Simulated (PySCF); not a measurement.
Input of a run (PBE0-D3(BJ)/def2-SVP geometry optimisation, gas phase (PySCF 2.14.0)), started from a GFN2-xTB structure with every atom displaced at random (by about 0.01 Å):
```
{"job": {"xc": "PBE0", "basis": "def2-SVP", "d3": "d3bj", "grid": 1, "shake": 0.01, "kind": "geom"}, "charge": 0, "multiplicity": 1}
C     -1.558940     0.249820    -1.072360
C     -0.996140     0.103600     0.105600
C     -1.562900     0.679620     1.258540
N     -1.920450     1.135790     2.235480
Si     0.622070    -0.882840     0.317710
P      2.209050     0.346130    -0.682600
H     -2.478750     0.843480    -1.194570
H     -1.145810    -0.152320    -1.975530
H      0.486990    -2.128010    -0.395370
H      0.821850    -1.138630     1.766520
H      3.259350    -0.389120    -0.148620
H      2.303370     1.304210     0.320300
```

Output (energies in Eh, forces in Eh/bohr):
```
step   0  E = -802.70502752  max force = 0.055848
step   1  E = -802.71112755  max force = 0.006553
step   2  E = -802.71133231  max force = 0.002063
step   3  E = -802.71138030  max force = 0.001227
step   4  E = -802.71140867  max force = 0.000882
step   5  E = -802.71142964  max force = 0.000784
step   6  E = -802.71147130  max force = 0.001543
step   7  E = -802.71162466  max force = 0.006836
step   8  E = -802.71136207  max force = 0.012506
step   9  E = -802.71172048  max force = 0.009260
step  10  E = -802.71220248  max force = 0.006886
step  11  E = -802.71267981  max force = 0.001516
step  12  E = -802.71276279  max force = 0.001056
step  13  E = -802.71279382  max force = 0.000536
step  14  E = -802.71280871  max force = 0.000257
optimisation converged
```

Problem. Summarise the run.

Solution. The energy falls by 0.212 eV over 15 energy and gradient evaluations, the largest force component goes from 0.0558 to 2.6e-04 Eh/bohr, and the atoms move by 0.639 Å rms after alignment. The bond that changes most is Si5–H9 (SiH2 silicon to Si–H hydrogen), which lengthens by 0.051 Å. Bonds longer at the end by more than 0.005 Å: 9 of 11; shorter: 2. Among the angles that change most is Si5–P6–H12, from 96.0° to 92.3°. Among the dihedrals that turn most is C3–C2–Si5–P6, from -111° to -63°. The energy rose by more than 1e-6 Eh at step 8. The first step brought 78 % of the lowering.

Problem. What are the final bond lengths?

Solution. C1=C2 1.345 Å, C2–C3 1.430 Å, C3≡N4 1.161 Å, C2–Si5 1.894 Å, Si5–P6 2.264 Å, C1–H7 1.095 Å, C1–H8 1.094 Å, Si5–H9 1.492 Å, Si5–H10 1.493 Å, P6–H11 1.430 Å, P6–H12 1.430 Å. Numbering counts from 1 in the input's order; the species is `C=C(C#N)[SiH2]P`.

The run used 122 basis functions and 111 SCF cycles in all.

Whether it is a minimum is left open (no frequencies). The numbers are those of one conformer.
